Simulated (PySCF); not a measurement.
C2H8BN, SMILES CCBN. Coordinates come from a PBE-D3(BJ)/def2-SVP optimisation. One conformer was computed; it need not be the lowest.

**Question.** Give the equilibrium geometry at PBE-D3(BJ)/def2-SVP (PySCF confirms it by a frequency run) as a Z-matrix. (Estimate from the structure and the level; the computed values follow.)

**Answer.** This is not unique; one that fits is 
```
C
H 1 1.1137
H 1 1.1159 2 105.43
C 1 1.5381 2 110.28 3 117.15
H 4 1.1098 1 111.25 2 -178.36
H 4 1.1099 5 107.45 1 -123.36
H 4 1.1101 5 106.82 6 -114.69
B 1 1.5834 2 111.61 3 -115.31
N 8 1.4006 1 122.46 2 4.19
H 9 1.0200 8 123.40 1 178.88
H 9 1.0219 10 113.44 8 179.66
H 8 1.2239 9 117.00 10 -0.73
```
Charge 0, spin multiplicity 1.
